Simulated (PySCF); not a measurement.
**Core-level binding energies of (Cl)3Ti-NH-SiH3**

Compound: (Cl)3Ti-NH-SiH3 (singlet state).
Cartesian coordinates in Å at the PBE0-D3(BJ)/def2-SVP level; atoms count from 1:
```xyz
10
Cl3H4NSiTi angstrom
Ti     1.4666    0.2571    0.4625
Cl     2.9011    1.7341   -0.2212
Cl     2.0708   -1.7667   -0.0835
Cl     1.1166    0.4018    2.6136
N     -0.0980    0.5949   -0.4101
Si    -1.5144   -0.4575   -0.3533
H     -0.1305    1.4089   -1.0262
H     -1.2544   -1.4558    0.7191
H     -2.7272    0.3502   -0.0319
H     -1.7060   -1.1436   -1.6645
```

Theory: PySCF 2.14.0, delta-SCF UKS SCAN, pcX-2 on the ionised atom (unc-x2c-TZVPall on a metal), pcseg-1 elsewhere, spin-free X2C. Binding energies are ΔSCF values: E(core-ionised, relaxed orbitals) − E(ground state) at a fixed geometry, referred to the vacuum level.

Task: List the computed XPS lines with their assignment.

Result: 
```tsv
atom(s)	environment	level	binding energy (eV)	2p1/2 (eV)	count
Si6	silicon bonded to N and 3 H	Si 2p3/2	107.67	108.30	1
Cl2/Cl3/Cl4	chlorine bonded to Ti	Cl 2p3/2	205.77	207.42	3
N5	nitrogen bonded to Si, Ti and H	N 1s	404.61	–	1
Ti1	titanium bonded to 3 Cl and N	Ti 2p3/2	463.72	469.44	1
Si6	silicon bonded to N and 3 H	Si 1s	1847.52	–	1
Cl2/Cl3/Cl4	chlorine bonded to Ti	Cl 1s	2828.36	–	3
```

Task: Which effective nuclear charge Zeff reproduces each element's mean 1s value in the hydrogen-like formula E = 13.606 eV × Zeff²?

Result: N (Z = 7): mean 404.6 eV, Zeff = 5.45, Z − Zeff = 1.55; Si (Z = 14): mean 1847.5 eV, Zeff = 11.65, Z − Zeff = 2.35; Cl (Z = 17): mean 2828.4 eV, Zeff = 14.42, Z − Zeff = 2.58. Means run over the listed sites, weighted by atom count.

One atom of each set of topologically equivalent atoms was ionised and stands for the set; in this conformer not all members are related by symmetry, and their own values weren't computed. Spin–orbit coupling isn't in the SCF: each 2p doublet comes from a relaxed spin-free hole plus a matrix of the shell (mean-field spin–orbit coupling and the ground-state 2p splitting), with 2p3/2 averaged over its two sublevels. 2p1/2 minus 2p3/2 (ligand field included): Ti 5.72 eV, Cl 1.65 eV, Si 0.62 eV. Satellites of the metal's 2p lines aren't described. Geometry: PBE0-D3(BJ)/def2-SVP; no solvent, vibrations or thermal averaging. Metal 2p energies of this one-determinant scheme are less reliable than its 1s energies.
